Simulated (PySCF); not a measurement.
**Au+: ionisation energy**

Au+ [Xe] 4f14 5d10 (1S) → Au(2+) [Xe] 4f14 5d9 (2D), as a difference of total energies. Calculation: PySCF 2.14, in def2-TZVPPD with the def2 core potential (60 electrons) (6s5p3d2f1g, 59 functions); scalar relativity through the core potential. Correlated levels: valence and next inner shell: nothing frozen outside the core potential. The calculations carry no spin-orbit coupling.

```
                                method  ionisation energy (eV)  difference from reference (eV)
                                   UHF                  18.984                          -1.219
    MP2 (valence and next inner shell)                  20.855                          +0.652
SCS-MP2 (valence and next inner shell)                  20.625                          +0.422
   CCSD (valence and next inner shell)                  20.452                          +0.249
CCSD(T) (valence and next inner shell)                  20.549                          +0.346
```

Reference: 20.203 ± 0.025 eV (measured; NIST Atomic Spectra Database, ionization energies).

The reference lies between the lowest fine-structure levels, while these numbers refer to the centres of the terms.

Errors of the correlated levels include the incompleteness of this basis.
